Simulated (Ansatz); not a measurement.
`O=[CH][GeH2][AlH2]` + `C/C=C/N` → `C/C=C\[NH][AlH2]` + `O=[CH][GeH3]`  (cleavage of the Al–Ge bond)

Isolated molecules relaxed with PBE0-D4/def2-TZVP in Ansatz; ΔE leaves out vibrations. CCSD(T)/CBS is the MP2 limit (def2-TZVPP, def2-QZVPP) plus CCSD(T) − MP2 in def2-TZVPP, frozen cores. Double bonds are as drawn, so ΔE can hold a change between cis and trans. DFT in def2-TZVPP. B3LYP here is the variant with VWN-RPA as its local correlation; programs differ in this. For Ge outer-core shells are correlated without core-valence functions, which leaves a few kJ/mol of doubt a bond. Scalar relativity is left out up to krypton. One conformer a species, not always the lowest.

| level | ΔE (kJ/mol) | difference from CCSD(T)/CBS |
| --- | --- | --- |
| r2SCAN-D4 | -68.9 | 4.2 |
| B2PLYP | -75.7 | -2.6 |
| PBE | -56.4 | 16.7 |
| r2SCAN | -68.2 | 4.9 |
| B3LYP | -69.7 | 3.4 |
| SCS-MP2/def2-TZVPP | -82.5 | -9.4 |
| CCSD/def2-TZVPP | -75.3 | -2.2 |
| CCSD(T)/def2-TZVPP | -75.6 | -2.5 |
| MP2/def2-QZVPP | -81.6 | -8.5 |
| SCS-MP2/def2-QZVPP | -81.9 | -8.8 |
| CCSD(T)/CBS | -73.1 | 0 |

Largest T1 diagnostic among the species: 0.015.

The D4 term adds −3.6 kJ/mol with B3LYP and −1.9 kJ/mol with PBE0; it sums over pairs of atoms, weighted by their polarisabilities, and B3LYP, whose exchange is more repulsive, gets the larger term. From PBE to PBE0 (25 % exact exchange), in def2-TZVPP and without D4, ΔE moves by −3.2 kJ/mol.
